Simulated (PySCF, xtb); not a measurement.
Te(H)(NH2) (H3NTe), SMILES N[TeH].

GFN2-xTB (xtb) at its own geometry gives an orbital gap of 4.10 eV and a dipole moment of 1.18 D.

Geometry: B3LYP-D3(BJ)/def2-TZVP. The def2 effective core potentials stand for the cores of Te; spin–orbit coupling is left out.

Task: What does PySCF with CAM-B3LYP/def2-TZVPD give? (Estimate from the structure and the level; the computed values follow.)

Result: gap 7.21 eV (levels -7.61 and -0.40 eV), dipole 1.27 D.
